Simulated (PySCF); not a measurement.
Ge(OH)4 (GeH₄O₄), SMILES [OH][Ge]([OH])([OH])[OH].

Geometry: PBE-D3(BJ)/def2-SVP. The isomer is the one that the SMILES or the coordinates give; other isomers of the formula were not compared. Other conformers were not sampled.

Computed with PBE-D3(BJ)/def2-SVP run with PySCF 2.14.0.

Frequencies are harmonic and unscaled.

Modes within 1.5 cm⁻¹ of each other (mostly degenerate sets) share a row, with their intensities summed.

Computed harmonic wavenumbers and intensities:
```tsv
mode	ν (cm⁻¹)	IR (km/mol)	moving atoms (share of kinetic energy)
1	150	107.2	O 63 %, H 36 %
2	162	0.0	H 58 %, O 42 %
3	210	0.0	O 59 %, H 41 %
4–5	214	0.9	H 46 %, O 39 %, Ge 14 %
6	251	13.6	O 64 %, Ge 26 %, H 10 %
7–8	275	149.3	H 58 %, O 34 %
9	328	196.2	H 66 %, O 33 %
10	657	0.0	O 98 %
11	708	111.3	O 77 %, Ge 21 %
12–13	724	231.4	O 75 %, Ge 23 %
14	879	0.0	H 95 %
15	902	84.2	H 89 %, O 10 %
16–17	917	289.9	H 87 %, O 9 %
18–20	3721	259.3	H 94 %
21	3723	0.0	H 94 %
```
